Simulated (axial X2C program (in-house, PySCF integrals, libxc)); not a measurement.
SbCl⁺: properties at the nuclei

Calculated with an axial X2C code built on PySCF integrals: two-component X2C with atomic mean-field Coulomb and Gaunt terms, Gaussian nuclei, basis Sb dyall-cv3z, Cl dyall-av3z with contracted cores.

R = 2.248 Å (near the PBE0 minimum at charge 1 of the determinant lowest at the starting distance; the state shown can have its own minimum elsewhere).

Input and command:
```json
{"zs": [51, 17], "q": 1, "bas": ["dyall-cv3z", "dyall-av3z"], "r0": 2.39, "levels": ["PBE0", "HF", "r2SCAN", "PBE", "LDA"], "nst": 3}
```
```bash
python soeom.py task.json out
```

Keys: zs atomic numbers; q charge; bas basis sets; r0 starting distance in Å; levels methods; nst determinants followed.

Determinant lowest in the PBE0 search, Ω = 1/2 (⟨Sz⟩ = -0.49, ⟨Lz⟩ = 0.99 at PBE0), spin on the atoms Sb -0.48, Cl -0.02:

| level | Eeff magnitude (GV/cm) | Ws magnitude Sb (kHz) | A∥/gI Sb (MHz) | qzz Sb (a.u.) | A∥/gI Cl (MHz) | qzz Cl (a.u.) |
| --- | --- | --- | --- | --- | --- | --- |
| PBE0 | 1.61 | 1.74 | 3740 | -1.46 | 255 | 1.91 |
| HF | 0.874 | 0.93 | 3550 | -2.34 | 163 | 2.23 |
| r2SCAN | 0.351 | 0.306 | 3810 | -1.13 | 269 | 1.75 |
| PBE | 1.64 | 1.78 | 3700 | -1.07 | 291 | 1.73 |
| LDA | 2.13 | 2.35 | 3710 | -0.99 | 308 | 1.72 |

Determinant 0.44 eV from it at PBE0 and this distance, Ω = 3/2 (⟨Sz⟩ = 0.50, ⟨Lz⟩ = 1.00 at PBE0), spin on the atoms Sb 0.50, Cl 0.00:

| level | Eeff magnitude (GV/cm) | Ws magnitude Sb (kHz) | A∥/gI Sb (MHz) | qzz Sb (a.u.) | A∥/gI Cl (MHz) | qzz Cl (a.u.) |
| --- | --- | --- | --- | --- | --- | --- |
| PBE0 | 1.76 | 0.707 | 427 | -2.02 | 72.4 | 1.88 |
| HF | 6.35 | 2.51 | 498 | -3.02 | 56 | 2.24 |
| r2SCAN | 2.48 | 0.974 | 312 | -1.63 | 90.2 | 1.70 |
| PBE | 1.13 | 0.46 | 395 | -1.58 | 77.6 | 1.69 |
| LDA | 0.734 | 0.305 | 461 | -1.52 | 75 | 1.69 |

Eeff is the effective electric field on the electron electric dipole moment in this Ω state and Ws the scalar–pseudoscalar constant of the nucleus named (defined with the proton number Z and per Ω); A∥ (defined per Ω) follows by multiplying with gI = μI/(I μN); qzz is the electric field gradient, eQq0 = 234.96 MHz × Q/barn × qzz. The operators were transformed with the bare-nucleus X2C matrices; with these basis sets, hyperfine constants and field gradients can be off by tens of per cent, and where levels differ in sign neither size nor sign is settled.

Question: With gI(121Sb) = 1.3454, gI(35Cl) = 0.5479, Q(35Cl) = -0.08112 barn (g factors from the IAEA table of nuclear moments by Stone; Q from Pyykkö, Mol. Phys. 2018), turn the PBE0 values of the first state into constants in MHz.

Answer: A∥(121Sb) = 3740 × 1.3454 = 5030 MHz; A∥(35Cl) = 255 × 0.5479 = 140 MHz; eQq0(35Cl) = 234.96 × (-0.08112) × (1.91) = -36.4 MHz.

Each state is one determinant with collinear spin. Unrestricted Hartree–Fock can overshoot spin polarisation at the nuclei. Where Eeff spreads by more than a factor of two the levels disagree and none is to be relied on. The search compared states at one distance, so a state with another bond length can lie lower. Where a field gradient or hyperfine factor spreads by more than a factor of two over the levels, a constant derived from it is not to be relied on. PBE0 term energies can be off by some tenths of an eV.
